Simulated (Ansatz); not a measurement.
Correlation energies of `B1CSC1` by basis set

```tsv
atom	x (Å)	y (Å)	z (Å)
B1	-0.388	0.490	-0.494
C2	-0.877	-0.812	0.236
S3	0.778	-0.978	1.000
C4	1.090	0.544	0.033
H5	-0.974	1.229	-1.232
H6	-1.689	-0.673	0.958
H7	-1.151	-1.647	-0.415
H8	1.344	1.415	0.643
H9	1.869	0.433	-0.728
```

Charge 0, multiplicity 1. The geometry is a stationary point of PBE0-D4/def2-TZVP. Frozen core, restricted reference, Ansatz 0.2.0. CBS rows extrapolate triple and quadruple zeta; past MP2 they add the triple-zeta difference.

| basis | HF (Eh) | MP2 corr. | CCSD corr. | (T) | CCSD(T) total |
| --- | --- | --- | --- | --- | --- |
| def2-SVP | -500.62282 | -0.48239 | ? | -0.01743 | ? |
| def2-TZVPP | -500.87661 | -0.60565 | ? | -0.02929 | ? |
| def2-QZVPP | -500.89264 | -0.64887 | – | – | – |
| CBS(def2) | ? | ? | -0.72458 | as TZ | ? |

Q: Fill in the withheld values. (An estimate is asked.)

A: The calculation gave: def2-SVP CCSD corr.: -0.53089; def2-SVP CCSD(T) total: -501.17114; def2-TZVPP CCSD corr.: -0.64934; def2-TZVPP CCSD(T) total: -501.55524; CBS(def2) HF (Eh): -500.89485; CBS(def2) MP2 corr.: -0.68088; CBS(def2) CCSD(T) total: -501.64872.
